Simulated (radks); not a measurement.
Values are calculated unless marked as measured or tabulated.
These are the eigenvalues of the occupied orbitals of an atom or ion with whole-number occupations (hartree). Code: a radial shooting solver on a logarithmic mesh with Libxc functionals. Model: Dirac Kohn-Sham, LB94 model potential, spin-unpolarised, spherical densities, finite nucleus; Fermi nuclear charge, rms radius of each element as measured or else 0.836 A^(1/3) + 0.57 fm.

1s1/2: -421.3106
2s1/2: -67.02499
2p1/2: -61.50125
2p3/2: -60.30879
3s1/2: -19.81908
3p1/2: -17.98243
3p3/2: -17.76589
3d3/2: -14.82909

Which element is it, and in what charge state? The configuration may be excited. Open shells, if any, fill j = l - 1/2 first.

Answer. Z = 32, germanium, charge +13: Ge13+ in [Ar] 3d1. The list shows which subshells hold electrons but not how many an open one holds; the 1s level, -421.31 hartree, gives Z - s = 29.0 by -(Z - s)^2/2, which with screening and relativity narrows Z to a few neighbours, and the depths of the outer levels then fix element, charge and occupations together.
